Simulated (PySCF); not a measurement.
# What settings do to a single point of [La(P5)2]+

The sound run of [La(P5)2]+ (singlet) uses PySCF 2.14.0, RKS PBE, La lcecp-1-SVP with ECP46, P def2-SVP; non-relativistic Hamiltonian with scalar-relativistic core potentials where named; density fitting; no spin-orbit coupling, grid (50, 194), threshold 1e-8 Eh and 55 cycles, at the relaxed geometry:

```xyz
11

La   -0.8509    0.0005    0.0000
P     0.1778    1.8290    2.3965
P    -1.4510    0.5654    3.0380
P    -0.8265   -1.4792    2.7885
P     1.1686   -1.4835    1.9837
P     1.7921    0.5702    1.7456
P     0.1777   -1.8292   -2.3956
P    -1.4510   -0.5657   -3.0377
P    -0.8264    1.4789   -2.7892
P     1.1687    1.4834   -1.9845
P     1.7921   -0.5703   -1.7453
```

There La1 has a Mulliken charge of 0.81 e and the dipole about the centre of mass is 2.29 D. Each run below changes one thing and starts from free metal ions and neutral atoms unless it says otherwise; with 55 cycles, smearing, a level shift and second-order steps follow where DIIS fails, and their cycles count. Energy shifts count from the sound run. On f atoms grids over 110 angular points are at least (60, 302).

```
                                                       change    outcome  cycles  energy shift (eV)  largest force component (eV/Å)  charge on La1 (e)  dipole about the centre of mass (D)
                                             threshold 0.0001  converged       7             0.0027                            0.02               0.81                                 2.35
start from a density of up to 30 smeared cycles (not counted)  converged      10             0.0000                            0.01               0.81                                 2.29
                                               grid (40, 110)  converged      11             0.0198                            0.06               0.80                                 2.29
```

**Question.** One further run converged with energy shift (eV) 1.93, largest force component (eV/Å) 3.19, charge on La1 (e) 0.63, dipole about the centre of mass (D) 1.97. Which change was it?
A. cycle limit 5
B. spin (2S) set to 3, limit 98 cycles
C. all coordinates × 0.94

**Answer.** C.

**Question.** And the other changes listed?

**Answer.** 
| change | outcome | cycles | energy shift (eV) | largest force component (eV/Å) | charge on La1 (e) | dipole about the centre of mass (D) |
| --- | --- | --- | --- | --- | --- | --- |
| spin (2S) set to 3, limit 98 cycles | refused | – | – | – | – | – |
| cycle limit 5 | not converged | 5 | – | – | – | – |

Forces carry noise of the integration grid, about 0.01 to 0.03 eV/Å.

A frequency check found unstable modes (2, the lowest at -17 cm⁻¹), so the relaxed geometry is a saddle point, or these are noise.
